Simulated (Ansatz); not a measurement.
Program: Ansatz 0.2.0.

Basis-set series for CH$_{4}$AlClFNO. Charge 0, multiplicity 1. The bonds changed during the relaxation, so this is another structure than the one it started from. The structure was optimised at the PBE0-D4/def2-TZVP level. It is one conformer, not always the lowest.

Z-matrix (Å, degrees):
```
Al
Cl 1 2.188
O 1 1.712 2 114.7
C 1 2.099 2 93.4 3 102.6
H 1 1.586 2 113.0 3 -145.0
H 3 0.954 1 123.1 2 -109.7
F 4 1.309 1 125.4 2 178.5
N 4 1.288 1 121.6 2 -2.4
H 8 1.013 4 123.3 1 -178.6
H 8 1.020 4 115.3 1 0.8
```

```json
{"functional": "PBE0-D4", "basis": "def2-TZVPP", "functions": "264", "energy (Eh)": "-972.67015", "HOMO (eV)": "-7.80", "LUMO (eV)": "-2.07"}
{"functional": "PBE0-D4", "basis": "def2-QZVPP", "functions": "488", "energy (Eh)": "-972.70643", "HOMO (eV)": "-7.85", "LUMO (eV)": "-2.13"}
{"functional": "ωB97M-V", "basis": "def2-TZVPP", "functions": "264", "energy (Eh)": "-973.10023", "HOMO (eV)": "-10.06", "LUMO (eV)": "0.26"}
{"functional": "ωB97M-V", "basis": "def2-QZVPP", "functions": "488", "energy (Eh)": "-973.13472", "HOMO (eV)": "-10.12", "LUMO (eV)": "0.17"}
```

Give the rows for def2-SVP. (Best estimate.)

The calculation gave: 
```json
{"functional": "PBE0-D4", "basis": "def2-SVP", "functions": "112", "energy (Eh)": "-972.10074", "HOMO (eV)": "-7.62", "LUMO (eV)": "-1.92"}
{"functional": "ωB97M-V", "basis": "def2-SVP", "functions": "112", "energy (Eh)": "-972.52475", "HOMO (eV)": "-9.83", "LUMO (eV)": "0.47"}
```

Positive LUMOs are unbound and depend on the basis.
